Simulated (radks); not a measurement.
Values are calculated unless marked as measured or tabulated.
Task: The table gives one normalised radial function P(r) = r R(r) of Ta47+ in [Ar] 3d8 (r in bohr). Level of theory: scalar-relativistic Kohn-Sham, SCAN, spin-polarised, spherical densities, finite nucleus; open shells are filled with parallel spins first (spin-orbit coupling, left out, can overturn this in heavy ions); meta-GGA in the generalised Kohn-Sham scheme; Fermi nuclear charge, rms radius 5.3507 fm (a radial shooting solver on a logarithmic mesh with Libxc functionals).

r         P
0.001999   0.0553
0.002541   0.0825
0.00323    0.1230
0.004074   0.1802
0.005179   0.2664
0.006584   0.3909
0.008303   0.5606
0.01056    0.8028
0.01342    1.1279
0.01692    1.5297
0.02151    2.0315
0.02735    2.5882
0.03449    3.1109
0.04384    3.5244
0.05574    3.6699
0.07029    3.4501
0.08936    2.8396
0.1127     2.0103
0.1433     1.1473
0.1821     0.5071
0.2297     0.1696
0.292      0.0368
0.3712     0.0048
0.4681     0.0004
0.595      0.0000
0.7564     0.0000
0.954      0.0000
1.213      0.0000

Which n and l does it have? It may be an empty orbital.

Result: n = 2, l = 1: the number of nodes gives n - l - 1 = 0, the rise at small r (about r^(l+1), flatter next to the nucleus through relativity) gives l, and the extent must fit the shell. The curve is that of 2p down; the table hardly tells the two spins apart. 2p down: eigenvalue -12718.8 eV, 0 radial nodes, <r> = 0.0703 bohr, 90 % of the charge inside 0.114 bohr.
